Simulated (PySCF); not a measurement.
```xyz
21

Si     3.6193     0.2830    -0.0464
C      1.7368     0.1138    -0.0211
C      1.2067    -1.1755    -0.1726
C     -0.1276    -1.5938    -0.1973
C     -1.2893    -0.8424    -0.0776
C     -2.6039    -1.3384    -0.1121
C     -3.4853    -0.2597     0.0430
C     -2.7606     0.9367     0.1786
C     -1.3933     0.6343     0.1112
C     -0.3447     1.5449     0.2041
C      1.0297     1.3174     0.1464
H      4.0475     1.1467    -1.1900
H      4.2475    -1.0646    -0.1839
H      4.0977     0.9281     1.2151
H      1.9365    -1.9831    -0.2900
H     -0.2817    -2.6707    -0.3299
H     -2.8768    -2.3858    -0.2386
H     -4.5739    -0.3370     0.0565
H     -3.1777     1.9344     0.3136
H     -0.6468     2.5891     0.3425
H      1.6398     2.2227     0.2485
```

Charge 0, multiplicity 1.

Question: Give the Mulliken and meta-Löwdin atomic charges from ωB97X-D3(BJ)/def2-TZVP // PBE0-D3(BJ)/def2-SVP (PySCF).

Answer: 
```tsv
atom	Mulliken (e)	meta-Löwdin (e)
Si1	0.22	0.53
C2	0.00	-0.19
C3	-0.14	-0.13
C4	-0.19	-0.06
C5	0.10	0.01
C6	-0.20	-0.18
C7	-0.12	-0.10
C8	-0.20	-0.18
C9	0.11	0.01
C10	-0.20	-0.06
C11	-0.13	-0.13
H12	-0.03	-0.10
H13	-0.04	-0.10
H14	-0.03	-0.10
H15	0.12	0.11
H16	0.12	0.12
H17	0.12	0.11
H18	0.12	0.12
H19	0.12	0.11
H20	0.12	0.12
H21	0.12	0.11
```
